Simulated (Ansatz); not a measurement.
Consider the redistribution: `C[NH][SnH3]` + `CO[SiH]([SiH3])S` → `C[NH][SnH2][SiH3]` + `CO[SiH2]S`.

Calculated with Ansatz (gas phase, PBE0-D4/def2-TZVP geometries, no zero-point term in ΔE). CCSD(T)/CBS adds triple-zeta CCSD(T) − MP2 to the extrapolated MP2 energy (def2 sets, frozen cores). This one scheme is used for every species. DFT in def2-TZVPP. B3LYP here is the variant with VWN-RPA as its local correlation; programs differ in this. Elements past krypton have def2 core potentials. For Sn outer-core shells are correlated without core-valence functions, which leaves a few kJ/mol of doubt a bond. Each species was taken in one conformer, which may not be the lowest.

| level | ΔE (kJ/mol) | difference from CCSD(T)/CBS |
| --- | --- | --- |
| PBE-D4 | -14.7 | 7.9 |
| r2SCAN-D4 | -18.0 | 4.6 |
| PBE0-D4 | -16.1 | 6.5 |
| B3LYP-D4 | -17.6 | 5.0 |
| ωB97X-V | -16.3 | 6.3 |
| ωB97M-V | -19.9 | 2.7 |
| B2PLYP | -21.6 | 1.0 |
| PBE | -17.1 | 5.5 |
| r2SCAN | -18.5 | 4.1 |
| PBE0 | -18.2 | 4.4 |
| B3LYP | -21.6 | 1.0 |
| HF/def2-TZVPP | -23.2 | -0.6 |
| MP2/def2-TZVPP | -23.2 | -0.6 |
| SCS-MP2/def2-TZVPP | -22.6 | 0.0 |
| CCSD/def2-TZVPP | -20.1 | 2.5 |
| CCSD(T)/def2-TZVPP | -19.1 | 3.5 |
| HF/def2-QZVPP | -23.8 | -1.2 |
| MP2/def2-QZVPP | -25.4 | -2.8 |
| SCS-MP2/def2-QZVPP | -24.6 | -2.0 |
| HF/CBS(def2) | -23.8 | -1.2 |
| MP2/CBS(def2) | -26.7 | -4.1 |
| CCSD/CBS(def2) | -23.6 | -1.0 |
| CCSD(T)/CBS | -22.6 | 0 |

Largest T1 diagnostic among the species: 0.013.

The D4 term adds +4.0 kJ/mol with B3LYP and +2.1 kJ/mol with PBE0; it sums over pairs of atoms, weighted by their polarisabilities, and B3LYP, whose exchange is more repulsive, gets the larger term.
